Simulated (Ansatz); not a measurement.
# Energy profile

The step: AlH₂Br ([AlH2][Br]) + CH₄ → CH₅Al ([CH3][AlH2]) + HBr (still joined by a long Al–Br bond); bonds formed: Al1–C6, Br2–H5; bonds broken: H5–C6; bonds weakened to dative contacts: Al1–Br2 (atoms numbered as in the saddle structure below).

```
9
angstrom
Al -1.0461 -0.0050 -0.3313
Br -0.0925 -2.4745 0.1719
H -1.3225 -0.0433 -1.8886
H -2.1656 0.1714 0.7725
H 0.5478 -1.0909 0.2627
C 0.7863 0.6648 0.1946
H 1.1070 0.5853 1.2365
H 0.5507 1.7312 0.0447
H 1.6349 0.4609 -0.4630
```

Electronic energies by CCSD(T) at an estimated basis limit (MP2 extrapolated from triple and quadruple zeta, plus CCSD(T) − MP2 in triple zeta), on PBE0-D4/def2-TZVP structures; CH6AlBr, closed shell; no counterpoise correction. Program: Ansatz 0.2.0. Basis: def2-TZVPP and def2-QZVPP. Cores are frozen in the correlated methods. Filled d shells of the heavier atoms are correlated. The def2 sets are not built for correlating such inner shells, so the correlated values are less sure here. Extrapolation: Hartree–Fock as exp(−7.88 √X), correlation as X^−2.97.

(1) Give the profile in kJ/mol, counted from the separated reactants. (To be estimated.)

T1 diagnostic: at most 0.009. The start structure is not quite a true minimum (one mode of 66i cm⁻¹). The end structure is not quite a true minimum (one mode of 55i cm⁻¹).

## Answers

(1) By the calculation:
```csv
point,kJ/mol
"separated: AlH2Br (linked as [AlH2][Br]; Al1, Br2, H3, H4; singlet) + CH4 (H5, C6, H7, H8, H9; singlet)",0.0
start structure,-10.8
saddle,179.3
end structure,150.1
"separated: CH5Al (linked as [CH3][AlH2]; Al1, H3, H4, C6, H7, H8, H9; singlet) + HBr (Br2, H5; singlet)",177.8
```

For scale, one of the runs: CCSD(T)/def2-TZVPP, 205 basis functions, launched by `ansatz run in.yaml --threads 4 --pin off --events-out ev --progress --plain --max-ram 9574MiB`. The run took 15 s on 4 CPU threads of an Intel Xeon 6975P-C (shared host), with 2.8 GiB of host memory at its peak.
